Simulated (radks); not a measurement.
Values are calculated unless marked as measured or tabulated.
Valence configurations of Nb IV (all share [Kr]). Code: a radial shooting solver on a logarithmic mesh with Libxc functionals. Model: scalar-relativistic Kohn-Sham, LDA (Slater exchange, Perdew-Wang correlation), spin-polarised, spherical densities, point nucleus; open shells are filled with parallel spins first (spin-orbit coupling, left out, can overturn this in heavy ions). Energies are relative to 4d2; eigenvalues in eV for spin up.

valence      E (eV)  moment (Bohr magnetons)    e(4d)    e(5p)    e(5s)
4d2           0.000                        2  -31.440        -        -
4d1.5 5s0.5   2.735                        2  -32.966        -  -27.272
4d1 5s1       5.716                        2  -34.473        -  -28.233
4d1.5 5p0.5   5.728                        2  -33.393  -21.613        -
4d1 5p1      11.822                        2  -35.309  -22.693        -
5s2          13.460                        0        -        -  -29.319
5s1.5 5p0.5  16.425                        1        -  -23.601  -29.959
5s1 5p1      18.966                        2        -  -24.110  -30.509

NIST lists [Kr] 4d2 as the ground configuration; this level of theory agrees among the configurations tried. The energies are those of spherical high-spin densities, not of single terms.
